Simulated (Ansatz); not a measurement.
Reaction (isomerisation): `IC1BC1` → `C=CBI`

Program: Ansatz. Geometries: PBE0-D4/def2-TZVP. ΔE: electronic, gas phase. CCSD(T)/CBS adds triple-zeta CCSD(T) − MP2 to the extrapolated MP2 energy (def2 sets, frozen cores). DFT in def2-TZVPP. B3LYP here is the variant with VWN-RPA as its local correlation; programs differ in this. HSE06 is defined as in plane-wave codes. Elements past krypton have def2 core potentials. For I outer-core shells are correlated without core-valence functions, which leaves a few kJ/mol of doubt a bond. Each species was taken in one conformer, which may not be the lowest.

Problem. Is it downhill or uphill in electronic energy at CCSD(T)/CBS, and by how much? (Estimate.)

Solution. Computed: Downhill: ΔE = -40.5 kcal/mol.

Problem. What do these levels give: r2SCAN-D4, B97M-V, CAM-B3LYP-D4, ωB97M-V, B2PLYP, revPBE, B3LYP, r2SCANh, HSE06, CAM-B3LYP, LC-ωPBE, CCSD(T)/def2-TZVPP? (Best estimate.)

Solution. Computed: r2SCAN-D4 -38.5, B97M-V -38.0, CAM-B3LYP-D4 -40.3, ωB97M-V -38.4, B2PLYP -42.0, revPBE -38.8, B3LYP -42.2, r2SCANh -38.4, HSE06 -37.4, CAM-B3LYP -40.5, LC-ωPBE -34.3, CCSD(T)/def2-TZVPP -41.7 kcal/mol.

Problem. What do rigid-rotor, harmonic-oscillator terms from PBE0-D4/def2-TZVP frequencies (298.15 K, 1 bar) make of the CCSD(T)/CBS value? (Estimate.)

Solution. The calculation gave: ΔZPE = +0.9 kcal/mol, ΔH = -39.5 kcal/mol, ΔS = 5 J/(mol·K), ΔG = -39.8 kcal/mol.

Largest T1 diagnostic among the species: 0.012.

At CCSD(T), def2-SVP lies −4.2 kcal/mol from the extrapolated value and def2-TZVPP −1.2 kcal/mol. Leaving LDA and LC-ωPBE aside and taking each functional with its dispersion term where it has one, the values, not all of them listed here, spread over 5.2 kcal/mol, from BHLYP-D4 to PBE0-D4. LDA lies +4.5 kcal/mol from PBE without D4.
